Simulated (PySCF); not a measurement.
Several structures and their simulated spectra, in scrambled order.

A. `O=CC1=COC=CO1`
B. `F/C=C/CCl`
C. SMILES C=CC1=C(OC)P1

Spectrum 1. 1H NMR (300 MHz, computed): δ 7.05 (m, 1H), 5.91 (m, 1H), 4.13 (d, 2H). 13C{1H} NMR (computed): δ 163.5 (CH), 117.2 (CH), 46.5 (CH2).

Spectrum 2. 1H NMR (300 MHz, computed): δ 9.28 (s, 1H), 6.60 (s, 1H), 5.72 (d, 1H), 5.41 (d, 1H). 13C{1H} NMR (computed): δ 189.6 (CH), 147.1 (CH), 140.8 (C), 139.5 (CH), 131.6 (CH).

Spectrum 3. 1H NMR (300 MHz, computed): δ 7.04 (m, 1H), 5.75 (m, 1H), 5.61 (m, 1H), 4.15 (s, 3H), 2.89 (m, 1H). 13C{1H} NMR (computed): δ 146.9 (C), 129.3 (CH), 125.8 (CH2), 79.4 (C), 62.4 (CH3).

Theoretical values (PySCF): NMR shieldings at PBE0/pcSseg-1/GIAO, GFN2-xTB structure. A single conformation, no solvent model, relativity neglected, equivalent nuclei averaged.

Shifts are taken against calculated references (same method and geometry level): TMS for 1H, 13C. Splittings of carbon signals by F and P are missing where no couplings were computed. Where no couplings were computed, multiplicities follow the n + 1 count of equivalent neighbours, and m marks all less simple cases (inequivalent or close neighbours, rings, F or P nearby). Shifts are as computed. Against solution values, carbons near 30 ppm lie about +3 ppm off and those near 130 ppm about +5 ppm; carbons on Cl a further +6 ppm. Of 1211 compounds with measured shifts, 218 miss one by over three times the rms of a fit or turn the order of signals round; such compounds aren't used in these exercises. Carbons bonded to Cl come out too deshielded.

Question: Which spectrum belongs to which compound?

Answer: 1–B, 2–A, 3–C.

- Spectrum 1 (B): 3 13C signals; δC 163.5 is an alkene CH; δC 117.2 is an alkene CH.
- Spectrum 2 (A): 5 13C signals; δC 189.6 is an aldehyde carbonyl carbon; δC 147.1 is an alkene carbon bearing oxygen.
- Spectrum 3 (C): 5 13C signals; δC 146.9 is an alkene carbon bearing oxygen; δC 129.3 is an alkene CH.
